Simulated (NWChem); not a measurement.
# CH$_{9}$NSi$_{2}$; SMILES [SiH3]C(N)[SiH3]

```xyz
13

N      1.7579     0.0847     0.1692
C      0.4129     0.0127    -0.4160
Si    -0.5080    -1.5958     0.0047
Si    -0.5156     1.6028     0.0365
H      2.3409    -0.6911    -0.1418
H      1.7139     0.0234     1.1854
H      0.5055     0.0607    -1.5176
H      0.3439    -2.7593    -0.4025
H     -0.7065    -1.6754     1.4867
H     -1.8398    -1.7128    -0.6687
H     -0.5533     1.7397     1.5264
H     -1.9226     1.5465    -0.4697
H      0.1714     2.7961    -0.5404
```
Atoms are numbered in this order, from 1.

Program: NWChem. Pople sets run with spherical d functions. STO-3G and 3-21G are far too small for this property and stand as cheap habits. Coordinates come from a PBE0/def2-SVP optimisation. No frequency run checked for a minimum. B3LYP is NWChem's, with the RPA form of VWN correlation. GIAO values for the isolated, static molecule; σ is the absolute isotropic shielding, δ = σ(reference) − σ with the isolated reference molecule computed at the same levels (13C: tetramethylsilane, 1H: tetramethylsilane, 15N: ammonia, 29Si: tetramethylsilane).

```
level                                 δ N1 (ppm)  δ C2 (ppm)  δ Si3 (ppm)  δ H5 (ppm)  δ H6 (ppm)  δ H7 (ppm)  δ H11 (rotor mean) (ppm)
------------------------------------  ----------  ----------  -----------  ----------  ----------  ----------  ------------------------
LDA (Slater exchange, VWN5)/pcSseg-1        43.8        23.4        -70.7        0.52        0.01        2.55                      4.18
B3LYP/6-31G*                          (withheld)  (withheld)   (withheld)  (withheld)  (withheld)  (withheld)                (withheld)
Hartree-Fock/STO-3G                          9.9        11.5        -56.4       -0.64       -1.02        0.43                      1.53
```

Problem. Complete the blanks.

Solution. 
- B3LYP/6-31G*, δ N1 (ppm): 20.7
- B3LYP/6-31G*, δ C2 (ppm): 20.0
- B3LYP/6-31G*, δ Si3 (ppm): -32.9
- B3LYP/6-31G*, δ H5 (ppm): 0.24
- B3LYP/6-31G*, δ H6 (ppm): -0.19
- B3LYP/6-31G*, δ H7 (ppm): 1.94
- B3LYP/6-31G*, δ H11 (rotor mean) (ppm): 4.00
